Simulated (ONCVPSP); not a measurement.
# Potentials for palladium compared

Generated with ld1.x 7.5 (TM, RRKJ, ultrasoft, PAW), atompaw 4.2 or ONCVPSP 4.0.1. The cutoff is in Ry: for ld1.x and atompaw files where the sum of valence levels is converged to 10 mRy in a Bessel basis, for ONCV files where the hardest occupied wave has 1 mHa per electron of residual kinetic energy. The error is the largest all-electron minus pseudo excitation energy over each file’s own four to seven test configurations (ionisations up to +4, promotions, holes and added fractions of an electron), all of which were solved. The labels leave out finer settings (local radius, basis sizes, second energies), which also bear on the numbers. Spin-polarised tests are not counted. The rows are a selection from randomly drawn settings: files with unsolved tests, undetermined cutoffs or missed reference levels are left out.

A true bound ghost makes a file unfit for plane-wave use even where its test errors are small: the radial tests pick states by their node count and pass the ghost by.

| potential | cutoff (Ry) | largest error (meV) | bound ghosts |
| --- | --- | --- | --- |
| ONCV, PBE, scalar-relativistic, rc 1.60/1.00/1.70/1.70 (spdf), local smoothed, core correction yes, reference 4s2 4p6 4d9 5s1, qcut 6.7/9.3/11/7.5, projectors 2/2/2/3 | 82 | -3.4 | s |
| ONCV, LDA (Perdew-Zunger), scalar-relativistic, rc 1.20/1.00/2.05/1.85 (spdf), local smoothed, core correction yes, reference 4s2 4p6 4d9, qcut 8.3/6.8/9.1/5.2, projectors 2/2/3/2 | 253 | +94 | none |

**Question.** Fill in the row for Pd: ONCV, PBE, fully relativistic, rc 1.05/1.60/1.45 (spd), local smoothed, core correction yes, reference 4s2 4p6 4d8.5, qcut 6/9.1/7, projectors 2/1/2.

**Answer.** cutoff 214 Ry, largest error -69 meV, bound ghosts: none.

**Question.** Fill in the row for Pd: ONCV, PBEsol, fully relativistic, rc 1.40/1.70/2.05 (spd), local smoothed, core correction no, reference 4s2 4p6 4d9, qcut 9.5/6.4/8.2, projectors 2/1/2.

**Answer.** cutoff 64 Ry, largest error +162 meV, bound ghosts: none.

**Question.** Fill in the row for Pd: ONCV, PBE, scalar-relativistic, rc 1.60/1.55/1.20 (spd), local smoothed, core correction yes, reference 4s2 4p6 4d9, qcut 7.8/7.7/6.8, projectors 2/2/2.

**Answer.** cutoff 114 Ry, largest error +6.5 meV, bound ghosts: none.
